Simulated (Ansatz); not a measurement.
`[NH2][GeH2][B](O)O`. Total charge 0; spin multiplicity 1. The geometry is a stationary point of PBE0-D4/def2-TZVP. It is one conformer, not always the lowest.

```xyz
11

N    -1.224   -1.700   -0.691
Ge   -0.851   -0.337    0.509
B     0.875    0.768    0.097
O     1.073    2.071    0.455
O     1.870    0.138   -0.577
H    -1.411   -1.346   -1.621
H    -0.450   -2.348   -0.773
H    -0.748   -1.006    1.895
H    -2.098    0.576    0.520
H     0.331    2.472    0.912
H     2.633    0.711   -0.725
```

Task: What is the dipole moment at PBE/def2-TZVPP? (Best estimate.)

Result: Ansatz gave: 2.10 D, with components (1.14, 1.72, -0.38) D in this frame, pointing from negative to positive charge.

Task: And with r2SCAN, B3LYP, ωB97M-V? (Estimate.)

Result: The calculation gave: r2SCAN 2.15 D, B3LYP 2.14 D, ωB97M-V 2.18 D.

Task: Give the Mulliken charges with PBE, r2SCAN, ωB97M-V in def2-TZVPP. (Estimate.)

Result: Ansatz gave: 
```
atom    PBE  r2SCAN  ωB97M-V
  N1  -0.39   -0.43    -0.37
 Ge2   0.12    0.17     0.09
  B3   0.15    0.25     0.24
  O4  -0.24   -0.31    -0.27
  O5  -0.24   -0.31    -0.27
  H6   0.13    0.13     0.10
  H7   0.13    0.14     0.10
  H8  -0.03   -0.03     0.00
  H9  -0.03   -0.04    -0.01
 H10   0.21    0.22     0.20
 H11   0.19    0.21     0.19
```

B3LYP here is the variant with VWN-RPA as its local correlation; programs differ in this.
